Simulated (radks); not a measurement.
All-electron atom: K V in [He] 2s2 2p4 3s2 3p3 3d2 (not the ground configuration). Method: non-relativistic Kohn-Sham, BLYP, spin-polarised, spherical densities, point nucleus; open shells are filled with parallel spins first; computed with a radial shooting solver on a logarithmic mesh with Libxc functionals.

Unscreened Slater integrals over Kohn-Sham orbitals (eV). They are taken over the spin-up orbitals.

| integral | value |
|---|---|
| F0(3d,3d) | 21.384 |
| F2(3d,3d) | 10.504 |
| F4(3d,3d) | 6.6690 |
| F0(3d,3p) | 21.563 |
| F2(3d,3p) | 10.598 |
| G1(3d,3p) | 12.851 |
| G3(3d,3p) | 8.0358 |
| F0(3d,3s) | 21.863 |
| G2(3d,3s) | 9.9470 |
| F0(3d,2p) | 28.513 |
| F2(3d,2p) | 6.1206 |
| G1(3d,2p) | 4.7094 |
| G3(3d,2p) | 2.6775 |
| F0(3p,3p) | 21.934 |
| F2(3p,3p) | 11.137 |
| F0(3p,3s) | 22.220 |
| G1(3p,3s) | 14.827 |
| F0(3p,2p) | 29.513 |
| F2(3p,2p) | 6.1397 |
| G0(3p,2p) | 2.4202 |
| G2(3p,2p) | 2.5431 |
| F0(3s,3s) | 22.537 |
| F0(3s,2p) | 29.801 |
| G1(3s,2p) | 2.5588 |
| F0(2p,2p) | 75.107 |
| F2(2p,2p) | 35.399 |

Derived for the open shells (J is the average intra-shell exchange parameter used in DFT+U). 2p: J = F2/5 = 7.080 eV; in LS coupling 1D lies 6 F2/25 = 8.496 eV above 3P. 3p: J = F2/5 = 2.227 eV. 3d: Racah B = F2/49 - 5 F4/441 = 0.1388 eV, C = 35 F4/441 = 0.5293 eV, C/B = 3.81, F4/F2 = 0.635, J = (F2 + F4)/14 = 1.227 eV.
